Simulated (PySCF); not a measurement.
Si(H)(SeH)3 (H₄Se₃Si), SMILES [SeH][SiH]([SeH])[SeH]. Atoms are numbered in the order given.

```xyz
8

Si     0.0341     0.6297    -0.1575
Se    -0.6377    -0.5510    -2.0097
Se    -1.3916     0.5525     1.6365
Se     2.0272    -0.2986     0.4975
H      0.1269     2.0803    -0.4731
H     -1.7169     0.4069    -2.3310
H     -1.4067    -0.9234     1.6499
H      2.5903    -0.2805    -0.8695
```
Charge 0, spin multiplicity 1.

The structure is a stationary point at B3LYP-D3(BJ)/def2-SVP. One conformer was computed; it need not be the lowest.

Vertical ionisation energy (IE) and electron affinity (EA) in eV. Rows of orbital energies are one-electron estimates. Where ΔSCF, EOM or ADC give a negative EA the extra electron is unbound and the value depends on the basis.

```json
[
 {"level": "−ε(HOMO), −ε(LUMO), r2SCAN/def2-TZVP (PySCF)", "IE": "___", "EA": "___"},
 {"level": "−ε(HOMO), −ε(LUMO), PBE/def2-TZVP (PySCF)", "IE": "5.98", "EA": "1.78"}
]
```

**Question.** Fill in the missing entries. (Estimate from the structure and the level; the computed values follow.)

**Answer.** 
- −ε(HOMO), −ε(LUMO), r2SCAN/def2-TZVP (PySCF), IE: 6.27
- −ε(HOMO), −ε(LUMO), r2SCAN/def2-TZVP (PySCF), EA: 1.56
